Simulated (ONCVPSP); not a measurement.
# Reading a pseudo-wave (silicon (Si))

Columns: radius, all-electron u(r) and pseudo u(r) of the 3s shell (level -11.01 eV) of silicon in the configuration [Ne] 3s1.75 3p2.25; PBE, scalar-relativistic, ONCV scheme, ONCVPSP 4.0.1.

```
r (bohr)  all-electron  pseudo
   0.113        0.0934  0.0160
   0.225       -0.1865  0.0360
   0.338       -0.3294  0.0639
   0.450       -0.3176  0.1021
   0.563       -0.2109  0.1522
   0.675       -0.0624  0.2129
   0.788        0.0972  0.2831
   0.900        0.2464  0.3587
   1.013        0.3783  0.4374
   1.125        0.4871  0.5135
   1.238        0.5744  0.5840
   1.350        0.6405  0.6431
   1.463        0.6885  0.6889
   1.575        0.7193  0.7193
   1.688        0.7357  0.7357
   1.800        0.7398  0.7398
   1.913        0.7337  0.7337
   2.025        0.7195  0.7195
   2.138        0.6989  0.6989
   2.250        0.6737  0.6737
   2.363        0.6448  0.6448
   2.475        0.6139  0.6139
   2.588        0.5813  0.5813
   2.700        0.5483  0.5483
   2.813        0.5149  0.5149
   2.925        0.4822  0.4822
```

Q: How many radial nodes do the two functions have?

A: The all-electron 3s function has n − l − 1 = 2; the pseudo-wave has 0, since the states of the same l below it are removed with the core.

Q: At about which radius was the pseudo-wave matched?

A: 1.75 bohr. The columns agree to 0.0005 from 1.46 bohr on; several derivatives are matched, so the curves merge somewhat inside the radius.

Q: Where does each function peak?

A: Outermost all-electron maximum near 1.80 bohr, pseudo maximum near 1.80 bohr (to the table’s step).

Q: Is the pseudo-wave norm-conserving?

A: Yes: the ONCV scheme keeps the norm inside the radius equal to the all-electron one, which fixes the energy derivative of the logarithmic derivative at the level.
